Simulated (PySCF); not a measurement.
An unknown is described by computed data only.

Elements present: B, C, H, N and S. Monoisotopic mass: 157.1097 u.

* Dipole: 5.64 D [HF/pcSseg-1]
* 13C NMR: chemical shifts (computed TMS as zero) by class: 291.8 (1 C), 59.2 (1 C), 55.8 (1 C), 47.1 (1 C), 43.5 (1 C), 33.7 (1 C), 19.1 (1 C) ppm [GIAO HF/pcSseg-1]
* 1H NMR: chemical shifts (computed TMS as zero) by class: 3.37 (1 H), 2.78 (3 H), 2.55 (1 H), 2.41 (3 H), 2.22 (3 H), 2.18 (1 H), 1.97 (1 H), 1.96 (1 H), 1.09 (1 H), 0.41 (1 H) ppm [GIAO HF/pcSseg-1]
* Rotational structure: rotational constants A, B, C: 2.318, 0.614, 0.592 GHz [PBE0-D3(BJ)/def2-SVP]
* NMR, other nuclei: isotropic shieldings of nuclei other than C and H, by class: 118 (1 B), 218 (1 N), -283 (1 S) ppm [GIAO HF/pcSseg-1]

Electronic properties: PySCF, gas phase, density fitting. Levels stand in brackets. The structure is a single PBE0-D3(BJ)/def2-SVP conformer in the gas phase; no vibrational or solvent corrections. NMR classes are plain means over equivalent atoms (diastereotopic ones count apart unless rotation or inversion swaps them), as if these changed places fast.

Q: Which formula fits the mass and the elements?

A: C7H16BNS (calculated 157.1097). No other formula that holds each of these elements comes within 0.0003 u with a fitting electron parity and a possible valence count.

Q: Propose a structure and show how it fits.

A: Numbering: `[CH3:1][C:2](=[S:3])[C@H:4]1[CH2:5][BH2-:6][N+:7]([CH3:8])([CH3:9])[CH2:10]1`. 7 carbons fall into 7 classes; from least to most shielded: thiocarbonyl carbon [C2] (291.8 ppm), ring sp3 carbon bound to nitrogen [C10] (59.2 ppm), sp3 CH carbon [C4] (55.8 ppm), N-methyl carbon [C9] (47.1 ppm), N-methyl carbon [C8] (43.5 ppm), methyl carbon [C1] (33.7 ppm), ring sp3 carbon bound to boron [C5] (19.1 ppm). Hydrogen classes from least to most shielded: 1 H on an sp3 CH carbon, C4 (3.37 ppm), 3 H on a methyl carbon, C1 (2.78 ppm, a mean of values up to 0.9 ppm apart in this geometry), 1 H on an sp3 carbon bound to nitrogen, C10 (2.55 ppm), 3 H on an N-methyl carbon, C9 (2.41 ppm, a mean of values up to 0.6 ppm apart in this geometry), 3 H on an N-methyl carbon, C8 (2.22 ppm, a mean of values up to 1.0 ppm apart in this geometry), 1 H on a four-coordinate boron, B6 (2.18 ppm), 1 H on an sp3 carbon bound to nitrogen, C10 (1.97 ppm), 1 H on a four-coordinate boron, B6 (1.96 ppm), 1 H on an sp3 carbon bound to boron, C5 (1.09 ppm), 1 H on an sp3 carbon bound to boron, C5 (0.41 ppm). The other shieldings belong to: 118 ppm, four-coordinate boron [B6]; 218 ppm, nitrogen bonded to B and 3 C [N7]; -283 ppm, thiocarbonyl sulfur [S3]. The optimised geometry has point group C1 and is an asymmetric top. Structure: `CC(=S)[C@H]1C[BH2-][N+](C)(C)C1`. The assignments are read from this structure; whether some other isomer fits the data as well wasn't checked. The mirror image fits equally.
